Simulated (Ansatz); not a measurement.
Hg₃⁻ was relaxed with r2SCAN (def2-TZVPD) in Ansatz in these states: charge -1 doublet, charge -1 quartet. The geometries follow in no particular order.

In the def2 sets Hg takes a core potential; there is no spin–orbit coupling.

A:

| atom | x (Å) | y (Å) | z (Å) |
| --- | --- | --- | --- |
| Hg1 | 0.0563 | 1.6902 | 2.0450 |
| Hg2 | -0.0025 | -0.0005 | 0.0005 |
| Hg3 | -0.0537 | -1.6896 | -2.0456 |

B:

```xyz
3

Hg    0.9631   -0.5477    1.3927
Hg    0.4007   -0.5693   -1.6378
Hg   -1.3637    1.1169    0.2450
```

Q: Judge from the bond lengths which geometry belongs to which state (an estimate).

A: A is the charge -1 quartet (Hg1–Hg3 5.307 Å, Hg1–Hg2 2.654 Å, Hg2–Hg3 2.654 Å); B is the charge -1 doublet (Hg1–Hg3 3.083 Å, Hg1–Hg2 3.082 Å, Hg2–Hg3 3.082 Å).

At r2SCAN/def2-TZVPD the highest occupied level of the charge -1 quartet lies above zero (up to 0.83 eV). It is a level of α spin, whose loss leaves a triplet; that state wasn't run at this geometry and level. The electron is either unbound and held by the finite basis, or the level is raised by self-interaction error. At r2SCAN/def2-TZVPD the highest occupied level of the charge -1 doublet lies above zero (up to 1.25 eV). By energy differences its removal costs 0.36 eV (vertical, to the charge 0 singlet, at r2SCAN/def2-TZVPD); a positive level beside a positive removal energy at the same level points to self-interaction error. At PBE0/def2-TZVPD a doublet lies 2.72 eV below the charge -1 quartet. These are the stationary points nearest to one start from a short search; other shapes may lie lower in each state.
